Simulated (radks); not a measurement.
Values are calculated unless marked as measured or tabulated.
Q: Species: neutral cadmium. Configuration: [Kr] 4d10 5s1 7d1 (not the ground configuration). Level of theory: Dirac Kohn-Sham, PBEsol, spin-unpolarised, spherical densities, point nucleus; open shells fill j = l - 1/2 first (a radial shooting solver on a logarithmic mesh with Libxc functionals).

Spin-orbit splittings of the eigenvalues, e(l+1/2) - e(l-1/2), with zeta = 2 splitting/(2l+1) and mean radii in bohr:

shell  occ.  splitting (eV)  zeta (eV)  <r> j=l-1/2  <r> j=l+1/2
2p        6           192.3      128.2       0.1112       0.1164
3p        6           34.34      22.90       0.3496       0.3606
3d       10           6.981      2.792       0.3328       0.3363
4p        6               ?          ?       0.9393       0.9705
4d       10          0.7065     0.2826        1.262        1.281
7d        1        0.001699  0.0006795        30.48        30.36

Estimate the 4p splitting.

A: 5.843 eV (zeta = 3.896 eV).
